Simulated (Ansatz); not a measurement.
Reactions of FH5SSi2 (`F[SiH2][SiH2]S`).

Isolated molecules relaxed with PBE0-D4/def2-TZVP in Ansatz; ΔE leaves out vibrations. CCSD(T)/CBS adds triple-zeta CCSD(T) − MP2 to the extrapolated MP2 energy (def2 sets, frozen cores). This one scheme is used for every species. DFT in def2-TZVPP. B3LYP here is the variant with VWN-RPA as its local correlation; programs differ in this. No spin–orbit coupling; open shells (•) take unrestricted orbitals. For Ga, Ge outer-core shells are correlated without core-valence functions, which leaves a few kJ/mol of doubt a bond. Scalar relativity is left out up to krypton. One conformer a species, not always the lowest.

```
                                                                            reaction  B3LYP-D4 (kJ/mol)  PBE0-D4 (kJ/mol)  ωB97X-V (kJ/mol)
                                             `F[SiH2][SiH2]S` → `F[SiH3]` + `[SiH]S`                149               170               168
                                     `F[SiH2][SiH2]S` + H₂O → `O[SiH2][SiH2]S` + H–F                 40                36                41
  `F[SiH2][SiH2]S` + `C[CH2][Ga]([F])[SH]` → `CC[SiH2][SiH2]F` + `[F][Ga]([SH])[SH]`                -30               -31               -32
                                  `F[SiH2][SiH2]S` + CH₃OH → `CO[SiH2]S` + `F[SiH3]`               -101               -85              -101
                 `F[SiH2][SiH2]S` + `BO[SiH](C)C` → `BO[SiH2]S` + `C[SiH](C)[SiH2]F`                  8                 8                 7
                               `F[SiH2][SiH2]S` + GeH₄ → `S[SiH2][SiH2][GeH3]` + H–F                 98                80               100
               `F[SiH2][SiH2]S` + `N[Si](O)(O)F` → `O[Si](O)(F)N[SiH2]F` + `[SiH3]S`                -83               -72               -84
                             `F[SiH2][SiH2]S` + `BCSCF` → `BCS[SiH2]F` + `FC[SiH2]S`                -83               -78               -83
`F[SiH2][SiH2]S` + `Cl[SiH]1[CH2][AlH]1` → `[SiH3][SiH2]S` + `[F][Al]1[CH2][SiH]1Cl`                -62               -63               -59
                                          `F[SiH2][SiH2]S` → `F[SiH2]`• + `[SiH2]S`•                309               314               333
```

Task: Give the CCSD(T)/CBS values in the same order. (An estimate is asked.)

Result: Ansatz gave: 154, 39, -27, -103, 7, 90, -86, -87, -64, 331 kJ/mol.

Largest T1 diagnostic: 0.016, for `[SiH]S`.
